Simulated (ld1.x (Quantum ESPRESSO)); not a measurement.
**arsenic: excitation energies, all-electron against ultrasoft**

arsenic, ultrasoft, made with ld1.x (Quantum ESPRESSO) 7.5 (PBE, scalar-relativistic). Core [Ar] 3d10, reference 4s2 4p3. Waves: 4s (bound): rcut 1.40, rcutus 1.80 bohr; 4s channel at -0.55 Ry: rcut 1.40, rcutus 1.80 bohr; 4p (bound): rcut 1.85, rcutus 2.30 bohr; 4p channel at 0.2 Ry: rcut 1.85, rcutus 2.30 bohr; 4d channel at -0.15 Ry: rcut 1.55, rcutus 1.85 bohr. Local part: all-electron potential smoothed inside 2.05 bohr (lloc = -1). Core correction: none. Augmentation charge: built from norm-conserving waves at rcut, not smoothed further.

Energies are relative to the spin-unpolarised reference configuration 4s2 4p3; without spin polarisation the order of configurations can differ from experiment.

```
valence configuration  charge  ΔE all-electron (eV)  error AE − PS (meV)
              4s2 4p2      +1                 9.149                 -5.0
              4s2 4p1      +2                27.067                  -25
              4s2 4p0      +3                54.770                  -43
              4s1 4p4       0                 9.417                 +5.6
              4s0 4p5       0                19.056                  +24
            4s2 4p2.5    +0.5                 3.555                 -1.3
```

Q: What are ΔE and the potential's error for 4s1 4p3?

A: ΔE = 19.256 eV all-electron; the error (AE − PS) is +1.1 meV.

Levels in the configuration 4s1 4p4:

```tsv
level	all-electron (eV)	pseudo (eV)
4s	-15.370	-15.358
4p	-5.838	-5.838
```
